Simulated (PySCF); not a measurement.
Molecule: C₄H₄N, net charge 0, doublet state. It need not be the lowest isomer of its formula. SMILES: C(/C)=[C]/C#N
Geometry: optimised at B3LYP-D3(BJ)/def2-TZVP (Ansatz).

Dispersion corrections to the total energy (kcal/mol) from the dftd3 and dftd4 libraries through PySCF: D3(BJ) without and D4 with the three-body term, each with the damping fitted for the functional named.

| functional | D3(BJ) | D4 |
|---|---|---|
| PBE0 | ? | -2.87 |
| CAM-B3LYP | -2.85 | -2.87 |
| LC-wPBE | -3.46 | -3.78 |
| HSE06 | -2.39 | ? |
| r2SCAN | -1.06 | -0.88 |
| revPBE | -9.78 | -11.75 |
| B2GP-PLYP | ? | -1.43 |

**Question.** Some entries are withheld; supply them.

**Answer.** 
- PBE0, D3(BJ): -3.22
- HSE06, D4: -2.65
- B2GP-PLYP, D3(BJ): -2.17
